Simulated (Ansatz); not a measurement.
Job for Ansatz (a first-principles code): R-CCSD(T)/def2-TZVPP on BClFHSe (SMILES FB(Cl)[SeH]), a point of a torsion scan. The run froze 21 orbitals, filled d shells among them.

Ansatz 0.2 input:
```yaml
crystal:
  periodic: [false, false, false]
  atoms:
    - {symbol: F, position_ang: [-0.84501597, 1.38202395, -0.05719767]}
    - {symbol: B, position_ang: [-0.55267769, 0.09881463, 0.07650400]}
    - {symbol: Cl, position_ang: [-1.79750462, -1.06228504, -0.09208822]}
    - {symbol: Se, position_ang: [1.25879542, -0.39204344, 0.45371914]}
    - {symbol: H, position_ang: [1.78241227, 0.95192619, 0.47295859]}
basis:
  gaussian:
    orbitals: def2-TZVPP
magnetization: {spin_polarized: false}
correlation: {method: ccsd_t, electrons: outside_noble_gas}
scf: {lower_state_search: off}
```

Program output:

```
WARN ansatz: RAYON_NUM_THREADS=1 ignored (pool sized by the plan → 1); use --threads N
Functional definition: HF
these checks for a lower state are left out or cut short: stability, starts, cluster_reference, orbital_swaps, neighbouring_geometries, increment
integrals: 0.46 GiB planned
1060 factors; integrals over basis functions are off by at most 1.2e-3 eV
mean field: 0.57 GiB planned
mean field evaluation 1: about -81203.4101 eV, gradient 2.7e1 eV
mean field evaluation 2: about -81203.5782 eV, gradient 2.7e1 eV
mean field evaluation 4: about -81205.3116 eV, gradient 2.6e0 eV
mean field evaluation 8: about -81205.3497 eV, gradient 2.1e-1 eV
mean field -81205.34991865 eV, -2984.2415665474 hartree, gradient 6.9e-6 eV, S^2 0.000000; 0 other end points of the search recorded, 0 dependent functions left out
21 core orbitals not correlated
reference -81205.34991865 eV, -2984.2415665474 hartree; 12, 12 occupied and 133, 133 virtual orbitals, 1060 factors
second order -18.67301349 eV of doubles, -0.00000000 eV of singles
coupled cluster: 1.10 GiB planned
cycle   1  -19.07071515 eV  change   -4.0e-1 eV  update   9.4e-2
cycle   2  -19.47777489 eV  change   -4.1e-1 eV  update   2.7e-2
cycle   3  -19.57217621 eV  change   -9.4e-2 eV  update   1.5e-2
cycle   4  -19.56235126 eV  change    9.8e-3 eV  update   3.9e-3
cycle   5  -19.55911765 eV  change    3.2e-3 eV  update   1.6e-3
cycle   6  -19.55962258 eV  change   -5.0e-4 eV  update   5.7e-4
cycle   7  -19.55934653 eV  change    2.8e-4 eV  update   1.8e-4
cycle   8  -19.55935221 eV  change   -5.7e-6 eV  update   7.1e-5
cycle   9  -19.55938871 eV  change   -3.7e-5 eV  update   2.7e-5
cycle  10  -19.55937993 eV  change    8.8e-6 eV  update   9.4e-6
perturbative correction -0.77831247 eV, -0.0286024556 hartree
Total energy: -81225.68761105 eV, -2984.9889629576 hartree
Checks for a lower state left out: stability, starts, cluster_reference, orbital_swaps, neighbouring_geometries, increment
```

The calculation finished and met its thresholds.

Cost: about 60 core-seconds (a rough figure).
